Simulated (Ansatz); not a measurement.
## Relative stability

Two relaxed structures of SiHBrO, singlet (PBE0-D4/def2-TZVP; forces vanish, vibrations not checked).

A:

```
4
angstrom
O 0.2199 -1.3214 1.0037
Si 0.1507 -0.1252 0.0844
Br -1.6712 0.8882 -0.5484
H 1.3006 0.5584 -0.5396
```

B:

```csv
atom,x (Å),y (Å),z (Å)
O1,-3.0147,1.2799,-0.2338
Si2,-0.0958,-0.1642,0.2246
Br3,-1.4091,1.3993,-0.7292
H4,0.9796,0.5310,-0.6104
```

Program: Ansatz 0.2.0. Basis: def2-TZVPP. Cores are frozen in the correlated methods. Filled d shells of the heavier atoms are correlated. The def2 sets are not built for correlating such inner shells, so the correlated values are less sure here. B3LYP uses VWN-RPA correlation.

Question: Which structure is lower at CCSD(T), and by how much? (Judge from chemistry; the value comes from the calculation.)

Answer: Computed: A, by 128.12 kcal/mol (electronic energy, against the other). By their contacts, A is SiHBrO ([O][SiH][Br]) and B is SiHBrO ([O][Br][SiH]).

All methods give the same order:

| method | E(B) − E(A) (kcal/mol) |
| --- | --- |
| PBE-D4 | 114.90 |
| r2SCAN-D4 | 124.84 |
| PBE0-D4 | 122.77 |
| B3LYP-D4 | 123.25 |
| wB97M-V | 127.02 |
| HF | 135.48 |
| MP2 | 137.48 |
| CCSD | 129.74 |
| CCSD(T) | 128.12 |

The T1 diagnostic stays at or below 0.026. The T1 diagnostic is large here, which may signal multireference character or strong orbital relaxation, so CCSD(T) is less sure. The restricted Hartree–Fock reference is unstable towards an unrestricted one at one or more of these structures.

Labels in which every atom is bracketed show which atoms are joined, not bond orders.

For scale, one of the runs: CCSD(T)/def2-TZVPP, 135 basis functions, launched by `ansatz run in.yaml --threads 2 --pin off --events-out ev --progress --plain --max-ram 4352MiB`. Time: 21 s of wall clock on 2 CPU threads of an Arm Neoverse V2; the host was shared. Peak host memory: 0.71 GiB.
